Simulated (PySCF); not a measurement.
A side-by-side comparison of computed properties.

First species: C₆H₉NS.
Numbering: `[H]/[N:2]=[CH:3]\[C@:4]12[CH2:5][C@:6]([SH:7])([CH2:8]1)[CH2:9]2` (hydrogens: H1 on N2; H10 on C3; H11, H12 on C5; H13 on S7; H14, H15 on C8; H16, H17 on C9)

Geometry (GFN2-xTB, Å), atoms numbered from 1 in this order:
```xyz
17
C6H9NS angstrom
H      2.098    1.638   -1.293
N      2.687    1.091   -0.665
C      2.073    0.245    0.027
C      0.621   -0.030    0.035
C     -0.078   -1.387   -0.235
C     -1.193   -0.383    0.078
S     -2.957   -0.756    0.112
C     -0.474    0.629   -0.831
C     -0.332    0.123    1.248
H      2.666   -0.359    0.711
H      0.085   -2.181    0.489
H     -0.028   -1.765   -1.253
H     -3.321    0.482    0.439
H     -0.467    0.406   -1.896
H     -0.685    1.681   -0.650
H     -0.184   -0.560    2.081
H     -0.516    1.138    1.594
```

Second species: C5H8OSi.
SMILES: `[SiH3]OC1=CC=CC1`

Levels: PBE0/def2-SVPD for dipole moment, HOMO energy, LUMO energy, HOMO–LUMO gap, static isotropic polarisability and electronic spatial extent ⟨r²⟩ about the centre of nuclear charge; TDDFT PBE0/def2-SVPD for lowest singlet excitation; TDA PBE0/def2-SVPD for lowest triplet excitation (Tamm–Dancoff); GFN2-xTB for rotational constant A and rotational constant C. Geometries: GFN2-xTB. All species are isolated and taken at one optimised geometry, non-relativistic unless stated. Electronic properties by PySCF.

The conformers computed, where there is a choice (atom-mapped SMILES and torsion angles):
- `[H]/[N:2]=[CH:3]\[C@:4]12[CH2:5][C@:6]([SH:7])([CH2:8]1)[CH2:9]2`: N2–C3–C4–C5 123°, H–S7–C6–C5 180°
- `[SiH3:1][O:2][C:3]1=[CH:4][CH:5]=[CH:6][CH2:7]1`: Si1–O2–C3–C4 180°

```tsv
property	column X	column Y
dipole moment	1.12 D	1.24 D
HOMO energy	-7.03 eV	-5.81 eV
LUMO energy	-0.47 eV	-0.35 eV
HOMO–LUMO gap	6.56 eV	5.46 eV
lowest singlet excitation	5.03 eV	4.71 eV
lowest triplet excitation (Tamm–Dancoff)	4.18 eV	2.89 eV
static isotropic polarisability	95.5 au	85.6 au
electronic spatial extent ⟨r²⟩ about the centre of nuclear charge	1287 bohr²	1061 bohr²
rotational constant A	5.412 GHz	6.854 GHz
rotational constant C	0.920 GHz	1.097 GHz
```

**Question.** Which column belongs to which species?

**Answer.** Column X is the first species and column Y the second. The first has 17 atoms and 68 electrons, the second 15 and 60.

**Question.** How does each property change from the first species to the second?

**Answer.** dipole moment +0.12 D; HOMO energy +1.22 eV; LUMO energy +0.12 eV; HOMO–LUMO gap -1.10 eV; lowest singlet excitation -0.32 eV; lowest triplet excitation (Tamm–Dancoff) -1.29 eV; static isotropic polarisability -9.9 au; electronic spatial extent ⟨r²⟩ about the centre of nuclear charge -226 bohr²; rotational constant A +1.442 GHz; rotational constant C +0.177 GHz.

On the first: The polarisability is 14.16 Å³ as a volume (1 au = 0.148185 Å³), or 1.40 au for each of the 68 electrons. S1 lies 1.53 eV below the HOMO–LUMO gap; its leading configuration is HOMO−1→LUMO, weight 0.90.

On the second: The principal polarisabilities are 62.4, 85.4 and 109.0 au; their mean is the isotropic value. S1 lies 0.75 eV below the HOMO–LUMO gap; its leading configuration is HOMO→LUMO, weight 0.98.
